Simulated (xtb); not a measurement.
Cl₃La, charge +1, doublet, at a GFN2-xTB geometry of the parent state (such geometries of metal compounds can be far from the true shape) (a state made from the parent by changing its charge; the spin is typed, not shown lowest).

Here is a job for xtb.
```
$ xtb mol.xyz --gfn 0 --chrg 1 --uhf 1 --json

# file mol.xyz
4

La     0.19334028    -0.19046844    -0.61524174
Cl    -1.96926279    -0.82209264     0.45709470
Cl    -0.10301305     2.17690188     0.11512742
Cl     1.42401726    -0.71617979     1.49064724
```

### Question
What does this run give for the total energy, partial charges in atom order?

### Answer

```yaml
total_energy: -12.361372 Ha
partial_charges_in_atom_order: La1 1.34, Cl2 -0.11, Cl3 -0.11, Cl4 -0.11
```
